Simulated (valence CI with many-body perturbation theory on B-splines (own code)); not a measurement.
## Forbidden lines of Sm XXIII

Computed by relativistic CI+MBPT: four valence electrons over a frozen Dirac-Fock core [Kr], a basis of 7 s, 7 p, 8 d, 6 f, 4 g, 1 h functions for each j, with the one-electron correlation potential Σ1 (screened to all orders), the two-electron term Σ2, the three-electron term Σ3, Breit, model QED; selected single and double excitations, second order for the rest, scaled by the run's own slope (own B-spline code, finite nucleus).

No measured spectrum was set against this ion. As an estimate, terms of the open shell hold to 2 to 4 % of their energy, and close levels can change places. The list stops below the first excitations out of the core.

Lines 1 to 50 of 120 in falling wavelength, among levels below 88.084 eV, chosen from the decays that carry over 1 % of a level's rate. Wavelengths and rates use the calculated energies, so an error of 2000 cm⁻¹ moves a line at 1066 nm by 21 % and its rate by three times that or more. Electric multipoles are in the length gauge, E1 and E2 with the static RPA response of the core. Weak lines are less certain than strong ones. Lines between different terms over intervals too small for the method are left out, as are lines whose strength nearly cancels. Branching is blank where the lifetime is uncertain.

Levels are named by their leading jj configuration (3d3/2^4 stands for four electrons in 3d with j = 3/2), which in mixed levels can hold well under half, so a name can repeat and another be missing. Letters in brackets count levels of one name in rising energy.

| λ vac (nm) | Upper | Lower | Type | A (s⁻¹) | Branch % |
| --- | --- | --- | --- | --- | --- |
| 1366 | (4d3/2^2 4d5/2^2) J=6 | (4d3/2^2 4d5/2^2) J=5 | M1 | 3.80e+00 | 98.4 |
| 1066 | (4d3/2^3 4d5/2) J=4 | (4d3/2^3 4d5/2) J=2 | E2 | 1.37e-05 | 100.0 |
| 978.9 | (4d3/2^3 4d5/2) J=3 | (4d3/2^3 4d5/2) J=2 | M1 | 3.30e+01 | 99.9 |
| 704.5 | (4d3/2^2 4d5/2^2) J=2 [b] | (4d3/2^2 4d5/2^2) J=1 | M1 | 2.88e+01 | 5.1 |
| 633.1 | (4d3/2^2 4d5/2^2) J=4 [b] | (4d3/2^2 4d5/2^2) J=5 | M1 | 6.11e+00 | 1.4 |
| 627.6 | (4d3/2^2 4d5/2^2) J=5 | (4d3/2^2 4d5/2^2) J=4 [a] | M1 | 4.78e+01 | 6.0 |
| 521.8 | (4d3/2^3 4d5/2) J=2 | (4d3/2^3 4d5/2) J=1 | M1 | 2.69e+02 | 99.9 |
| 413.3 | (4d3/2^2 4d5/2^2) J=1 | (4d3/2^2 4d5/2^2) J=0 [a] | M1 | 2.12e+02 | 6.6 |
| 410.8 | (4d3/2^2 4d5/2^2) J=4 [b] | (4d3/2^2 4d5/2^2) J=3 [a] | M1 | 1.64e+02 | 37.1 |
| 387.4 | (4d3/2^2 4d5/2^2) J=2 [b] | (4d3/2^2 4d5/2^2) J=2 [a] | M1 | 1.16e+02 | 20.7 |
| 368.6 | (4d3/2 4d5/2^3) J=3 [c] | (4d3/2 4d5/2^3) J=2 | M1 | 2.11e+02 |  |
| 363.0 | (4d3/2^2 4d5/2^2) J=3 [b] | (4d3/2^2 4d5/2^2) J=3 [a] | M1 | 2.92e+01 | 1.9 |
| 359.2 | (4d3/2^2 4d5/2^2) J=4 [c] | (4d3/2 4d5/2^3) J=4 [a] | M1 | 6.16e+01 | 2.6 |
| 353.9 | (4d3/2 4d5/2^3) J=1 [b] | (4d3/2 4d5/2^3) J=2 | M1 | 9.60e+01 | 1.7 |
| 340.5 | (4d3/2 4d5/2^3) J=3 [a] | (4d3/2^2 4d5/2^2) J=4 [b] | M1 | 1.02e+02 | 1.8 |
| 327.4 | (4d3/2^2 4d5/2^2) J=4 [a] | (4d3/2^3 4d5/2) J=3 | M1 | 2.01e+02 | 17.0 |
| 320.1 | (4d3/2^3 4d5/2) J=1 | (4d3/2^4) J=0 | M1 | 9.94e+02 | 100.0 |
| 318.8 | (4d3/2^2 4d5/2^2) J=4 [a] | (4d3/2^3 4d5/2) J=4 | M1 | 9.80e+02 | 83.0 |
| 315.2 | (4d3/2^2 4d5/2^2) J=4 [b] | (4d3/2^2 4d5/2^2) J=4 [a] | M1 | 5.99e+01 | 13.5 |
| 293.3 | (4d3/2 4d5/2^3) J=4 [a] | (4d3/2^2 4d5/2^2) J=5 | M1 | 1.67e+02 | 4.2 |
| 291.2 | (4d3/2 4d5/2^3) J=3 [b] | (4d3/2 4d5/2^3) J=3 [a] | M1 | 1.76e+02 |  |
| 288.2 | (4d3/2 4d5/2^3) J=1 [b] | (4d3/2 4d5/2^3) J=0 | M1 | 1.22e+02 | 2.2 |
| 286.3 | (4d3/2^2 4d5/2^2) J=3 [b] | (4d3/2^2 4d5/2^2) J=4 [a] | M1 | 1.95e+01 | 1.2 |
| 278.0 | (4d3/2 4d5/2^3) J=3 [b] | (4d3/2^2 4d5/2^2) J=2 [c] | M1 | 4.98e+01 |  |
| 270.5 | (4d3/2 4d5/2^3) J=2 | (4d3/2^2 4d5/2^2) J=2 [c] | M1 | 5.54e+02 | 12.1 |
| 264.3 | (4d3/2 4d5/2^3) J=1 [a] | (4d3/2^2 4d5/2^2) J=2 [b] | M1 | 3.60e+02 | 4.8 |
| 263.7 | (4d3/2^2 4d5/2^2) J=3 [a] | (4d3/2^3 4d5/2) J=3 | M1 | 9.33e+02 | 53.9 |
| 258.0 | (4d3/2^2 4d5/2^2) J=3 [a] | (4d3/2^3 4d5/2) J=4 | M1 | 2.94e+01 | 1.7 |
| 257.4 | (4d3/2 4d5/2^3) J=5 | (4d3/2^2 4d5/2^2) J=4 [b] | M1 | 7.92e+02 | 33.0 |
| 253.5 | (4d3/2^2 4d5/2^2) J=2 [c] | (4d3/2^2 4d5/2^2) J=1 | M1 | 1.09e+02 | 2.2 |
| 248.5 | (4d3/2 4d5/2^3) J=1 [b] | (4d3/2^2 4d5/2^2) J=2 [d] | M1 | 8.00e+02 | 14.2 |
| 234.5 | (4d3/2 4d5/2^3) J=4 [a] | (4d3/2^2 4d5/2^2) J=3 [a] | M1 | 2.83e+02 | 7.2 |
| 232.9 | (4d3/2^2 4d5/2^2) J=4 [c] | (4d3/2^2 4d5/2^2) J=3 [b] | M1 | 1.17e+02 | 5.0 |
| 218.8 | (4d3/2 4d5/2^3) J=3 [c] | (4d3/2^2 4d5/2^2) J=4 [c] | M1 | 8.45e+02 |  |
| 216.7 | (4d3/2^2 4d5/2^2) J=4 [c] | (4d3/2^2 4d5/2^2) J=4 [b] | M1 | 2.85e+01 | 1.2 |
| 211.4 | (4d3/2^2 4d5/2^2) J=5 | (4d3/2^3 4d5/2) J=4 | M1 | 7.50e+02 | 94.0 |
| 211.3 | (4d3/2 4d5/2^3) J=5 | (4d3/2^2 4d5/2^2) J=6 | M1 | 4.86e+02 | 20.3 |
| 207.7 | (4d3/2^2 4d5/2^2) J=3 [a] | (4d3/2^3 4d5/2) J=2 | M1 | 7.64e+02 | 44.2 |
| 203.5 | (4d3/2^2 4d5/2^2) J=2 [a] | (4d3/2^3 4d5/2) J=2 | M1 | 8.52e+02 | 27.3 |
| 202.0 | (4d3/2^2 4d5/2^2) J=2 [d] | (4d3/2^2 4d5/2^2) J=3 [b] | M1 | 6.78e+02 | 31.7 |
| 199.9 | (4d3/2 4d5/2^3) J=4 [a] | (4d3/2^2 4d5/2^2) J=4 [a] | M1 | 2.66e+03 | 67.4 |
| 199.0 | (4d3/2^2 4d5/2^2) J=2 [d] | (4d3/2^2 4d5/2^2) J=2 [b] | M1 | 6.32e+02 | 29.6 |
| 195.8 | (4d3/2^2 4d5/2^2) J=2 [c] | (4d3/2^2 4d5/2^2) J=2 [a] | M1 | 3.87e+02 | 8.0 |
| 194.1 | (4d3/2 4d5/2^3) J=6 | (4d3/2^2 4d5/2^2) J=6 | M1 | 1.03e+03 | 44.2 |
| 192.2 | (4d3/2 4d5/2^3) J=1 [a] | (4d3/2^2 4d5/2^2) J=1 | M1 | 1.35e+03 | 17.8 |
| 189.9 | (4d3/2 4d5/2^3) J=1 [b] | (4d3/2 4d5/2^3) J=1 [a] | M1 | 1.97e+02 | 3.5 |
| 189.7 | (4d3/2 4d5/2^3) J=3 [a] | (4d3/2^2 4d5/2^2) J=2 [a] | M1 | 2.22e+03 | 40.3 |
| 186.2 | (4d3/2 4d5/2^3) J=3 [a] | (4d3/2^2 4d5/2^2) J=3 [a] | M1 | 1.94e+03 | 35.2 |
| 183.1 | (4d3/2^2 4d5/2^2) J=6 | (4d3/2^3 4d5/2) J=4 | E2 | 6.17e-02 | 1.6 |
| 183.0 | (4d3/2 4d5/2^3) J=5 | (4d3/2^2 4d5/2^2) J=5 | M1 | 7.51e+02 | 31.3 |
